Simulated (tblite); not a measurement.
Start geometry of `OCc1cc(Cl)no1` from a force field or distance geometry (Å):
```
atom  x, y, z in Å
O1    -2.155   -0.217    0.766
C2    -1.553    0.212   -0.453
C3    -0.083    0.030   -0.281
C4     0.844    0.556    0.572
C5     2.045   -0.049    0.174
Cl6    3.566    0.196    0.857
N7     1.877   -0.863   -0.876
O8     0.526   -0.808   -1.154
H9    -1.980   -1.170    0.859
H10   -1.802    1.258   -0.607
H11   -1.955   -0.386   -1.273
H12    0.671    1.240    1.390
```

Q: What comes out of this run: GFN2-xTB geometry optimisation, gas phase in tblite 0.8.0?

A: 
```
atom  x, y, z in Å
O1    -2.233   -0.196    0.746
C2    -1.551    0.178   -0.424
C3    -0.067    0.021   -0.299
C4     0.842    0.538    0.580
C5     2.065   -0.040    0.152
Cl6    3.594    0.204    0.829
N7     1.884   -0.822   -0.881
O8     0.565   -0.793   -1.161
H9    -2.092   -1.135    0.915
H10   -1.796    1.233   -0.579
H11   -1.889   -0.400   -1.295
H12    0.679    1.211    1.392
```

The energy falls by 0.121 eV over 39 L-BFGS steps, the largest force on an atom goes from 1.75 to 0.009 eV/Å, and the atoms move by 0.058 Å rms after alignment. Among the bonds, C5–N7 and N7–O8 change most and about equally (-0.032 to -0.031 Å). Bonds longer at the end by more than 0.005 Å: 4 of 12; shorter: 6. Among the angles that change most is O1–C2–C3, from 106.3° to 112.5°. Rotational constants go from 4980, 907.2, 801.4 to 5101, 890.7, 787.8 MHz. The orientation of the end geometry is arbitrary; only internal coordinates are fixed.

GFN2-xTB frequencies show an imaginary mode (30i cm⁻¹), so the point is no minimum at that level. 2 starts were optimised and ended at 0.00 and 0.06 kcal/mol (GFN2-xTB); the lowest of these is shown.

These are computed values.
